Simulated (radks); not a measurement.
Values are calculated unless marked as measured or tabulated.
Question: Spherical quantum dot in the effective-mass picture: electrons in a parabolic well V = omega^2 r^2 / 2 with omega = 0.0662, with a point charge +1 (a donor) at the centre, all in effective atomic units (hartree* = m*/eps^2 hartree, bohr* = eps/m* bohr), one dielectric constant everywhere. Level of theory: non-relativistic Kohn-Sham, PBE, spin-polarised, spherical densities (a radial shooting solver with Libxc functionals). Levels are named by radial order and angular momentum (1s, 1p, 1d, 2s, ...), and open shells are averaged over m. Results are scaled to m* = 0.088 and eps = 6.6, for which hartree* = 54.97 meV and bohr* = 3.969 nm. At N = 15 the configuration is 1s2 1p6 1d(up 5, down 0) 2s2. Does electron 16 go into 1f down or 1d down or 1f up?

Answer: Into 1d down. The total energies of the other choices lie higher by 0.523 meV (1f up), 1.28 meV (1f down).
